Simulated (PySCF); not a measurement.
Bonds (- single, = double, # triple, : aromatic): O1-C2 1.359 Å, C2:C3 1.408 Å, C3:C4 1.374 Å, C4:C5 1.390 Å, C5:O6 1.348 Å, O6:N7 1.362 Å, N7:C8 1.295 Å, C8:C9 1.426 Å, C9:C10 1.394 Å, C10:C2 1.381 Å, C9:C5 1.408 Å. O1 carries H11; C3 carries H12; C4 carries H13; C8 carries H14; C10 carries H15.

[PySCF 2.14: σ from GIAO-PBE0/pcSseg-1; geometry: GFN2-xTB; one computed conformer; isolated molecule; relativity neglected]

Referencing at the same level of theory: 13C against TMS.

Q: Do the 13C shifts follow the atomic charges (in e)? Tabulate both.

A: 
| atoms | hybridisation | δ (ppm) | σ para (ppm) | Hirshfeld | IAO | Mulliken | ESP-fitted |
| --- | --- | --- | --- | --- | --- | --- | --- |
| C5 | sp2 | 165.5 | -236 | +0.05 | +0.17 | +0.34 | +0.57 |
| C2 | sp2 | 159.9 | -228 | +0.07 | +0.21 | +0.18 | +0.33 |
| C8 | sp2 | 148.6 | -206 | -0.01 | -0.06 | +0.22 | +0.13 |
| C9 | sp2 | 129.9 | -203 | -0.04 | -0.06 | -0.41 | -0.03 |
| C3 | sp2 | 122.1 | -188 | -0.06 | -0.17 | -0.08 | -0.04 |
| C4 | sp2 | 116.2 | -183 | -0.05 | -0.17 | -0.04 | -0.60 |
| C10 | sp2 | 106.7 | -173 | -0.08 | -0.22 | -0.02 | -0.51 |

Correlation coefficients of δ with charge over these carbons: Hirshfeld +0.96, IAO +0.94, Mulliken +0.66, ESP-fitted +0.94; with the paramagnetic shielding -0.98. With so few points these coefficients are fragile. Charge is one influence among several: hybridisation and low-lying excitations act through the paramagnetic term.

Shifts are as computed. Against solution values, carbons near 30 ppm lie about +3 ppm off and those near 130 ppm about +5 ppm. Of 1211 compounds with measured shifts, 218 miss one by over three times the rms of a fit or turn the order of signals round; such compounds aren't used in these exercises.
